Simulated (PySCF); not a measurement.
## Ionisation energy of Mo²⁺ by level of theory

Mo²⁺ [Kr] 4d4 (5D) → Mo³⁺ [Kr] 4d3 (4F), as a difference of total energies. All numbers are calculated (PySCF 2.14, a scalar-relativistic core potential, in cc-pVTZ-PP with ECP28MDF (5s5p4d2f1g, 63 functions)). Correlated levels: valence: 4s2 4p6 frozen. The calculations carry no spin-orbit coupling.

```csv
method,ionisation energy (eV)
UHF,26.064
PBE0,27.244
B3LYP,27.159
MP2 (valence),26.597
SCS-MP2 (valence),26.242
```

How much does correlation contribute at MP2 (valence)?

26.597 − (26.064) = 0.533 eV, measured against UHF.

The reference lies between the lowest fine-structure levels, while these numbers refer to the centres of the terms.

Errors of the correlated levels include the incompleteness of this basis and the frozen core.

For comparison: 27.13 ± 0.12 eV (semi-empirical (NIST evaluation); NIST Atomic Spectra Database, ionization energies).
